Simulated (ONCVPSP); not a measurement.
## Zr (Z = 40), ONCV: configuration errors across variants

* Element: Zr (Z = 40)
* Generator: ONCVPSP 4.0.1
* Type: optimised norm-conserving Vanderbilt (ONCV)
* Functional: LDA (Perdew-Wang 92)
* Relativity: scalar-relativistic
* Frozen core: [Ar] 3d10
* Valence charge: 12
* Reference configuration: 4s2 4p6 4d2.5 5s1.5
* Partial waves: 4s+5s: rc 2.15 bohr, ncon 4, nbas 7, qcut 5.9 1/bohr, 2 projectors; 4p: rc 1.30 bohr, ncon 5, nbas 10, qcut 7 1/bohr, 3 projectors, debl 2.6 Ha; 4d: rc 2.40 bohr, ncon 5, nbas 9, qcut 5.6 1/bohr, 2 projectors, debl 0.7 Ha
* Local potential: polynomial inside 0.85 bohr (lpopt 2, dvloc0 0 Ha)
* Core correction: Teter function, fcfact 5.25, rcfact 1.05

All-electron excitation energies from the reference (eV): (1) 4s2 4p6 4d2 5s2 -0.524; (2) 4s2 4p6 4d2 5s1 6.821; (3) 4s2 4p6 4d2 5s0 20.056.

A true bound ghost makes a file unfit for plane-wave use even where its test errors are small: the radial tests pick states by their node count and pass the ghost by.

Errors AE − PS in meV (a dash: test not solved or not reliable):

| change | (1) | (2) | (3) | bound ghosts | GHOST(+) flags above zero |
| --- | --- | --- | --- | --- | --- |
| base | +0.8 | +0.2 | -3.9 | p | s, p |
| all radii but the core radius scaled by about 0.77 (s 1.66, p 1.00, d 1.84 bohr); local potential polynomial inside 0.66 bohr (lpopt 2, dvloc0 0 Ha) | +0.7 | +0.1 | -2.4 | p | s, p |
| all radii but the core radius scaled by about 0.86 (s 1.84, p 1.12, d 2.06 bohr); local potential polynomial inside 0.74 bohr (lpopt 2, dvloc0 0 Ha) | +0.7 | +0.1 | -2.9 | p | s, p |
| all radii but the core radius scaled by about 0.94 (s 2.02, p 1.22, d 2.26 bohr); local potential polynomial inside 0.80 bohr (lpopt 2, dvloc0 0 Ha) | +0.6 | +0.1 | -3.6 | p | s, p, d |
| all radii but the core radius scaled by about 1.14 (s 2.46, p 1.48, d 2.74 bohr); local potential polynomial inside 0.98 bohr (lpopt 2, dvloc0 0 Ha) | +1.4 | +0.7 | -4.6 | none | s |
| all radii but the core radius scaled by about 1.22 (s 2.62, p 1.58, d 2.92 bohr); local potential polynomial inside 1.04 bohr (lpopt 2, dvloc0 0 Ha) | +2.1 | +1.1 | -4.9 | none | none |
| all radii but the core radius scaled by about 1.30 (s 2.80, p 1.70, d 3.12 bohr); local potential polynomial inside 1.10 bohr (lpopt 2, dvloc0 0 Ha) | +3.0 | +1.7 | -5.2 | none | none |

Q: Give the same row for: all radii but the core radius scaled by about 1.07 (s 2.30, p 1.38, d 2.56 bohr); local potential polynomial inside 0.90 bohr (lpopt 2, dvloc0 0 Ha).

A: +1.0, +0.4, -4.3; bound ghosts: none; GHOST(+) flags above zero: s, p.
